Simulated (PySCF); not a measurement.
Geometry:
| atom | x (Å) | y (Å) | z (Å) |
| --- | --- | --- | --- |
| C1 | -2.388 | 0.630 | 0.002 |
| C2 | -1.043 | 0.062 | -0.361 |
| N3 | -0.503 | 0.111 | -1.496 |
| C4 | -0.322 | -0.614 | 0.773 |
| C5 | 1.076 | -1.112 | 0.414 |
| C6 | 2.044 | 0.046 | 0.138 |
| C7 | 2.147 | 0.922 | 1.273 |
| N8 | 2.210 | 1.608 | 2.187 |
| H9 | -3.008 | -0.133 | 0.471 |
| H10 | -2.259 | 1.441 | 0.717 |
| H11 | -2.902 | 1.016 | -0.877 |
| H12 | -1.052 | 0.573 | -2.218 |
| H13 | -0.264 | 0.085 | 1.613 |
| H14 | -0.934 | -1.459 | 1.101 |
| H15 | 1.460 | -1.721 | 1.235 |
| H16 | 1.016 | -1.727 | -0.484 |
| H17 | 3.039 | -0.338 | -0.098 |
| H18 | 1.673 | 0.618 | -0.716 |

Geometry: GFN2-xTB; GIAO absolute shieldings from PySCF 2.14.0 with density-fitted response routines, gas phase, non-relativistic, averaged over equivalent atoms.

At OPBE/def2-SVP (162 basis functions, 47 s wall time on 1 thread of an Arm Neoverse N1, shared host):
```csv
atoms,σ (ppm)
C2,29.1
C7,85.5
C4,160.0
C1,166.1
C5,172.3
C6,181.4
N3,-33.3
N8,10.4
H12,21.83
H17/H18,29.11
H13/H14,29.33
H9/H10/H11,29.88
H15/H16,30.02
```

Question: Estimate the result of repeating the calculation with PBE0/pcSseg-1.

Answer: 
| atoms | σ at PBE0/pcSseg-1 | change |
| --- | --- | --- |
| C2 | 5.4 | -23.7 |
| C7 | 61.6 | -23.9 |
| C4 | 149.6 | -10.4 |
| C1 | 154.9 | -11.2 |
| C5 | 162.5 | -9.8 |
| C6 | 171.7 | -9.7 |
| N3 | -71.2 | -37.9 |
| N8 | -29.8 | -40.2 |
| H12 | 21.59 | -0.24 |
| H17/H18 | 28.88 | -0.23 |
| H13/H14 | 29.24 | -0.09 |
| H9/H10/H11 | 29.68 | -0.20 |
| H15/H16 | 29.79 | -0.23 |

The largest change is at N8 (nitrogen bonded to C). Cost: 186 basis functions, 72 s wall time on 1 thread of an Intel Xeon, shared host. The order of the carbon signals is the same at both levels.
